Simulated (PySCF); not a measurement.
KI, SMILES [K][I].

The structure is a stationary point at PBE0-D3(BJ)/def2-TZVPD. The def2 effective core potentials stand for the cores of I; spin–orbit coupling is left out.

Method: CAM-B3LYP/def2-TZVPD (PySCF).

Isolated molecule, no solvent.

The total energy is -897.74328 hartree, the point group is C∞v and the highest occupied level is -6.69 eV. The lowest empty level is -1.14 eV and the orbital gap is 5.55 eV. The dipole moment is 2.331 e·Å and the quadrupole, principal values (traceless, Buckingham form, about the centre of nuclear charge) is -11.03, -11.03, 22.05 D·Å. The mean static polarisability is 64.6 bohr³ (9.57 Å³) and the polarisability, principal values comes out as 59.0, 59.0, 75.6 bohr³.
